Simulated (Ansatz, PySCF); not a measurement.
hydrogen bromide cation (BrH), SMILES Br (connectivity only; charge and spin as stated), charge +1, multiplicity 2. Atoms are numbered in the order given.

```xyz
2

Br     0.0000     0.0000    -0.0451
H      0.0000     0.0000     1.4147
```
Charge +1, spin multiplicity 2.

The structure is a stationary point at B3LYP-D3(BJ)/def2-TZVPD. The multiplicity is an assumed one; other spin states were not compared.

Two levels are set side by side: PBE-D3(BJ)/def2-TZVPD (Ansatz, a program for electronic structure) and B3LYP-D3(BJ)/def2-TZVPD (Ansatz). Each level has its own optimised geometry; the coordinates shown are those of the second. Frequencies come from the Hessian of PySCF at each geometry. Differences are taken from unrounded values.

```tsv
quantity	B3LYP-D3(BJ)
bond Br1–H2 (Å)	1.460
highest harmonic wavenumber (cm⁻¹)	2407
mean harmonic wavenumber (cm⁻¹)	2407
zero-point energy (kcal/mol)	3.44
```

### Question
What does PBE-D3(BJ) give, and how far is it from B3LYP-D3(BJ)? (The exact figures need the calculation; the answer reports its results.)

### Answer

```
quantity                            PBE-D3(BJ)  PBE-D3(BJ) minus B3LYP-D3(BJ)
----------------------------------  ----------  -----------------------------
bond Br1–H2 (Å)                          1.469                          0.009
highest harmonic wavenumber (cm⁻¹)        2360                            -48
mean harmonic wavenumber (cm⁻¹)           2360                            -48
zero-point energy (kcal/mol)              3.37                          -0.07
```

Here PBE gives about what the other level gives.
